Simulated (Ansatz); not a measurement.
Energy profile

The step: BH₃O ([BH2][OH]) + HF + HF → BH₂F ([BH2][F]) + H₂O + HF (still joined by a long B–O bond); bonds formed: B1–F6, O2–H7, H5–F8; bonds broken: H5–F6, H7–F8; bonds weakened to dative contacts: B1–O2 (atoms numbered as in the saddle structure below).

| atom | x (Å) | y (Å) | z (Å) |
| --- | --- | --- | --- |
| B1 | 0.0120 | -0.9469 | -0.1934 |
| O2 | -0.0553 | 0.2571 | -1.0262 |
| H3 | -1.0711 | -1.4011 | 0.0220 |
| H4 | 0.9504 | -1.6533 | -0.4149 |
| H5 | -0.0339 | 0.6565 | 1.2666 |
| F6 | 0.3974 | -0.2813 | 1.3171 |
| H7 | -0.4177 | 1.2060 | -0.2262 |
| F8 | -0.5645 | 1.7112 | 0.7093 |
| H9 | 0.7825 | 0.4517 | -1.4544 |

Electronic energies by CCSD(T) at an estimated basis limit (MP2 extrapolated from triple and quadruple zeta, plus CCSD(T) − MP2 in triple zeta), on PBE0-D4/def2-TZVP structures; BH₅OF₂, closed shell; no counterpoise correction. Computed with Ansatz 0.2.0 (basis: def2-TZVPP and def2-QZVPP); correlated methods freeze the cores. Extrapolation: Hartree–Fock as exp(−7.88 √X), correlation as X^−2.97.

(1) Give the profile in kcal/mol, counted from the separated reactants. (Judge from chemistry; the value comes from the calculation.)

The T1 diagnostic stays at or below 0.014.

Answers

(1) By the calculation:
```json
{"point": "separated: BH₃O (linked as [BH2][OH]; B1, O2, H3, H4, H9; singlet) + HF (H5, F6; singlet) + HF (H7, F8; singlet)", "kcal/mol": "0.00"}
{"point": "start structure", "kcal/mol": "-14.37"}
{"point": "saddle", "kcal/mol": "-7.18"}
{"point": "end structure", "kcal/mol": "-21.44"}
{"point": "separated: BH₂F (linked as [BH2][F]; B1, H3, H4, F6; singlet) + H₂O (O2, H7, H9; singlet) + HF (H5, F8; singlet)", "kcal/mol": "0.02"}
```
The saddle lies below the separated reactants: the barrier is submerged.

Steps of this kind, hydrogen fluoride cutting a network bond, underlie vapour etching and the fluorination step of atomic layer etching.

For scale, one of the runs: CCSD(T)/def2-TZVPP, 194 basis functions (an equivalent command: `ansatz run in.yaml --threads 4`). Time: 45 s of wall clock on 4 CPU threads; the host was shared. Peak host memory: 2.5 GiB.
